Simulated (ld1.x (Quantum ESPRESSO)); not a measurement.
## zinc, ultrasoft: configuration errors across variants

zinc (Zn), ultrasoft, made with ld1.x (Quantum ESPRESSO) 7.5 (PBE, scalar-relativistic). Core [Ne], reference 3s2 3p6 3d10 4s1 4p1. Waves: 3s (bound): rcut 0.90, rcutus 0.95 bohr; 4s (bound): rcut 0.90, rcutus 0.95 bohr; 3p (bound): rcut 1.00, rcutus 1.40 bohr; 4p (bound): rcut 1.00, rcutus 1.40 bohr; 3d (bound): rcut 0.95, rcutus 1.15 bohr; 3d channel at 1.15 Ry: rcut 0.95, rcutus 1.15 bohr. Local part: all-electron potential smoothed inside 0.80 bohr (lloc = -1). Core correction: none. Augmentation charge: built from norm-conserving waves at rcut, not smoothed further.

All-electron excitation energies from the reference (eV): (1) 3s2 3p6 3d10 4s2 4p0 -5.086; (2) 3s2 3p6 3d10 4s1 4p0 4.802; (3) 3s1 3p6 3d10 4s2 4p0 132.962; (4) 3s2 3p6 3d9 4s0 4p0 63.778; (5) 3s2 3p6 3d10 4s1.5 4p0 -1.146.

The overlap operator is not positive definite (basis up to 400 Ry) in “base”, “all radii scaled by about 0.82 (s 0.78, p 1.16, d 0.94 bohr, rcut 0.74/0.82/0.78); local potential all-electron potential smoothed inside 0.66 bohr (lloc = -1)”, “core correction a·sin(br)/r model core inside 0.96 bohr”, “wave 3d channel at 1.15 Ry: rcut 0.95, rcutus 1.15 bohr becomes 3d channel at -0.54 Ry: rcut 0.95, rcutus 1.15 bohr”. Such files are unfit for use, however small their errors in these radial tests.

Tests that are not counted but printed errors over 1 eV. “base”: 3s2 3p6 3d10 4s0 4p0 (pseudo-atom not self-consistent, printed error +2.6 eV). “core correction a·sin(br)/r model core inside 0.96 bohr”: 3s2 3p6 3d10 4s0 4p0 (pseudo-atom not self-consistent, printed error +2.6 eV). “wave 3d channel at 1.15 Ry: rcut 0.95, rcutus 1.15 bohr becomes 3d channel at -0.54 Ry: rcut 0.95, rcutus 1.15 bohr”: 3s2 3p6 3d10 4s0 4p0 (pseudo-atom not self-consistent, printed error +2.6 eV); 3s2 3p6 3d9 4s0 4p0 (pseudo-atom not self-consistent, printed error +2.5 eV).

2 further variants failed, have other tests or another functional or relativity, and are left out.

The file “base” misses its own reference levels by 1.7 eV. The file “core correction a·sin(br)/r model core inside 0.96 bohr” misses its own reference levels by 1.7 eV. The file “wave 3d channel at 1.15 Ry: rcut 0.95, rcutus 1.15 bohr becomes 3d channel at -0.54 Ry: rcut 0.95, rcutus 1.15 bohr” misses its own reference levels by 1.7 eV.

Errors AE − PS in meV (a dash: test not solved or not reliable):

```csv
change,(1),(2),(3),(4),(5),bound ghosts
base,-964,+285,-3514,+2498,-458,not determined (overlap not positive)
"all radii scaled by about 0.82 (s 0.78, p 1.16, d 0.94 bohr, rcut 0.74/0.82/0.78); local potential all-electron potential smoothed inside 0.66 bohr (lloc = -1)",+14,+5.1,+82,-25,+11,not determined (overlap not positive)
core correction a·sin(br)/r model core inside 0.96 bohr,-964,+285,-3514,+2498,-458,not determined (overlap not positive)
"wave 3d channel at 1.15 Ry: rcut 0.95, rcutus 1.15 bohr becomes 3d channel at -0.54 Ry: rcut 0.95, rcutus 1.15 bohr",-964,+285,-3513,–,-458,not determined (overlap not positive)
```

(1) Give the same row for: type TM semilocal; waves now 3p (bound): rc 1.40 bohr; 3d (bound): rc 1.15 bohr; 3s (bound): rc 0.95 bohr; local potential the s channel.

Answers

(1) +516, +156, +828, -718, +367; bound ghosts: none.
